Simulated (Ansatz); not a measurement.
H2Cl2Si, singlet, at a GFN2-xTB geometry; PBE0/3-21G (Ansatz, an electronic-structure program).

Ansatz was given this input:
Ansatz 0.2 input:
```yaml
crystal:
  periodic: [false, false, false]
  atoms:
    - {symbol: Si, position_ang: [-0.02936543, -0.75380550, 0.03346055]}
    - {symbol: Cl, position_ang: [1.65605635, 0.34030246, 0.02683298]}
    - {symbol: Cl, position_ang: [-1.62471822, 0.46414191, -0.06254134]}
    - {symbol: H, position_ang: [-0.09164621, -1.50633088, 1.27695919]}
    - {symbol: H, position_ang: [-0.02998600, -1.61594636, -1.13836493]}
basis:
  gaussian:
    orbitals: 3-21G.json
hamiltonian:
  xc: pbe0
scf: {lower_state_search: off}
magnetization: {spin_polarized: true}
```
The basis file holds 3-21G in the JSON format of the Basis Set Exchange.

Task: What does Ansatz print? Leave out banner, timings and long lists.

Result: 
```
Functional definition: PBE0
these checks for a lower state are left out or cut short: stability, starts, cluster_reference, orbital_swaps, neighbouring_geometries, increment
461 factors; integrals over basis functions are off by at most 2.7e-4 eV
mean field evaluation 1: about -32782.0405 eV, gradient 1.0e1 eV
mean field evaluation 2: about -32782.1028 eV, gradient 1.0e1 eV
mean field evaluation 4: about -32782.7017 eV, gradient 1.2e-1 eV
mean field evaluation 8: about -32782.6992 eV, gradient 1.9e-4 eV
mean field -32782.69918788 eV, -1204.7419742431 hartree, gradient 1.2e-6 eV, S^2 0.000000; 0 other end points of the search recorded, 0 dependent functions left out
reference -32782.69920798 eV, -1204.7419749818 hartree; 25, 25 occupied and 18, 18 virtual orbitals, 461 factors
Total energy: -32782.69920798 eV, -1204.7419749818 hartree
Checks for a lower state left out: stability, starts, cluster_reference, orbital_swaps, neighbouring_geometries, increment
```
